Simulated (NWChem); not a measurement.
System: CH$_{4}$AlClO; SMILES [CH3][Al]([OH])[Cl]

NWChem input:

```
start job
memory heap 200 mb stack 900 mb global 1100 mb
geometry units angstroms noautosym nocenter noautoz
  Al    -0.049403    -0.424861     0.050241
  Cl     0.003617     1.656108     0.495930
  C      1.573859    -1.495576     0.008371
  H      1.347387    -2.539274    -0.233911
  H      2.088528    -1.471969     0.976165
  H      2.279269    -1.115220    -0.739855
  O     -1.570149    -1.133336    -0.272400
  H     -2.383191    -0.612776    -0.255031
end
basis spherical
  * library pcsseg-1
end
dft
  xc slater vwn_5
  iterations 150
end
property
  shielding 7 1 2 3 4 5 7 8
end
task dft property
```

Coordinates come from a B3LYP/6-31G* (spherical d) optimisation.

GIAO values for the isolated, static molecule; σ is the absolute isotropic shielding, δ = σ(reference) − σ with the isolated reference molecule computed at the same levels (13C: tetramethylsilane, 1H: tetramethylsilane, 17O: water).

Atoms are numbered as in the input.

Question: Predict the main results of this run. (LDA (Slater exchange, VWN5)/pcSseg-1, GIAO.) Quantities: σ Al1 (ppm); σ Cl2 (ppm); δ C3 (ppm); δ H4 (rotor mean) (ppm); δ O7 (ppm); δ H8 (ppm).

Answer: The σ Al1 (ppm) is 359.9 and the σ Cl2 (ppm) is 874.6. The δ C3 (ppm) comes out as -15.2 and the δ H4 (rotor mean) (ppm) comes out as -0.22. The δ O7 (ppm) is 91.9 and the δ H8 (ppm) is 3.12.
